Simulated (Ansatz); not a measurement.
trans-PdH(PF3)2Br (P₂PdHBrF₆). Total charge 0; singlet. Geometry PBE0-D4/def2-SVP.

```csv
atom,x (Å),y (Å),z (Å)
Pd1,-0.0202,0.0230,0.0439
H2,-0.6366,0.6610,1.3258
P3,-1.4885,1.1669,-1.1783
F4,-2.4774,0.3381,-2.0715
F5,-0.9127,2.1644,-2.2441
F6,-2.5309,2.1255,-0.4884
Br7,0.9625,-0.9947,-1.9998
P8,1.4113,-1.0871,1.3386
F9,1.3795,-2.6542,1.2634
F10,1.3722,-0.9192,2.9044
F11,2.9408,-0.8236,1.1061
```

In the def2 sets Pd takes a core potential; there is no spin–orbit coupling.

Q: Estimate the orbital energies around the gap (eV) in Ansatz with PBE-D4/def2-SVP, PBE-D4/def2-TZVP, PBE-D4/def2-TZVPD, r2SCAN-D4/def2-TZVPD, PBE0-D4/def2-SVP.

A: 
| orbital | PBE-D4/def2-SVP | PBE-D4/def2-TZVP | PBE-D4/def2-TZVPD | r2SCAN-D4/def2-TZVPD | PBE0-D4/def2-SVP |
| --- | --- | --- | --- | --- | --- |
| HOMO−13 | -11.35 | -11.61 | -11.67 | -12.22 | -13.68 |
| HOMO−12 | -11.34 | -11.60 | -11.67 | -12.21 | -13.66 |
| HOMO−11 | -11.29 | -11.50 | -11.56 | -12.03 | -13.31 |
| HOMO−10 | -10.90 | -11.16 | -11.23 | -11.79 | -13.25 |
| HOMO−9 | -10.90 | -11.16 | -11.23 | -11.79 | -13.25 |
| HOMO−8 | -10.45 | -10.60 | -10.64 | -11.00 | -12.08 |
| HOMO−7 | -9.29 | -9.41 | -9.47 | -9.83 | -11.09 |
| HOMO−6 | -9.20 | -9.33 | -9.38 | -9.70 | -10.90 |
| HOMO−5 | -8.56 | -8.68 | -8.73 | -9.00 | -10.33 |
| HOMO−4 | -8.06 | -8.19 | -8.25 | -8.55 | -9.96 |
| HOMO−3 | -7.35 | -7.51 | -7.56 | -7.82 | -8.82 |
| HOMO−2 | -7.13 | -7.25 | -7.30 | -7.55 | -8.49 |
| HOMO−1 | -6.10 | -6.29 | -6.35 | -6.61 | -7.40 |
| HOMO | -6.09 | -6.27 | -6.33 | -6.59 | -7.39 |
| LUMO | -3.09 | -3.23 | -3.29 | -3.16 | -2.35 |
| LUMO+1 | -2.78 | -3.09 | -3.16 | -3.03 | -2.14 |
| LUMO+2 | -1.38 | -1.68 | -1.77 | -1.48 | -0.50 |
| LUMO+3 | -0.76 | -1.06 | -1.18 | -0.88 | 0.10 |
| LUMO+4 | -0.74 | -1.02 | -1.12 | -0.80 | 0.16 |
| LUMO+5 | 0.54 | 0.20 | -0.38 | 0.27 | 1.18 |
